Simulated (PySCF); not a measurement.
**Kr: ionisation energy**

Kr [Kr] (1S) → Kr⁺ [Ar] 3d10 4s2 4p5 (2P), as a difference of total energies. Calculation: PySCF 2.14, in aug-cc-pVDZ-PP with ECP10MDF; a scalar-relativistic core potential. Correlated levels: valence: 3s2 3p6 3d10 frozen. The calculations carry no spin-orbit coupling.

| method | ionisation energy (eV) |
| --- | --- |
| UHF | 13.151 |
| B3LYP | 14.173 |
| LDA | 14.338 |
| MP2 (valence) | 13.958 |
| SCS-MP2 (valence) | 13.877 |
| CCSD (valence) | 13.851 |
| CCSD(T) (valence) | 13.870 |

Errors of the correlated levels include the incompleteness of this basis and the frozen core.

Problem. Which method comes closest to the reference value, and which is furthest?

Solution. The reference is 14.222 eV (measured; NIST levels, between the centres of gravity of the two terms). Closest: B3LYP (error -0.049 eV); furthest: UHF (error -1.071 eV).
